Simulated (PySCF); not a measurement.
CF, SMILES [C]F (connectivity only; charge and spin as stated), charge +1, multiplicity 1.

Geometry optimised at PBE0-D3(BJ)/def2-TZVPD.

Two levels are set side by side: TDA-PBE/def2-TZVPD (PySCF) and TDA-ωB97X/def2-TZVPD (PySCF). Vertical, same geometry. The lowest singlet is HOMO→LUMO+1 97 % with PBE and HOMO→LUMO 98 % with the other functional; states are paired by order. Differences are taken from unrounded values.

```json
[
 {"quantity": "lowest singlet excitation (eV)", "TDA-PBE": "8.47"},
 {"quantity": "lowest triplet excitation (TDA) (eV)", "TDA-PBE": "4.56"},
 {"quantity": "first bright state (f over 0.05) (eV)", "TDA-PBE": "8.47"},
 {"quantity": "its oscillator strength", "TDA-PBE": "0.13"}
]
```

**Question.** These are the TDA-PBE values. What does TDA-ωB97X give? (An estimate is asked for; the answer gives what the named calculation found.)

**Answer.** 
```csv
quantity,TDA-ωB97X,TDA-PBE minus TDA-ωB97X
lowest singlet excitation (eV),8.49,-0.02
lowest triplet excitation (TDA) (eV),4.76,-0.20
first bright state (f over 0.05) (eV),8.49,-0.02
its oscillator strength,0.13,-0.01
```

Rough cost on one machine, each run with all the roots and properties that it gave: TDA-ωB97X against TDA-PBE about 3 times.
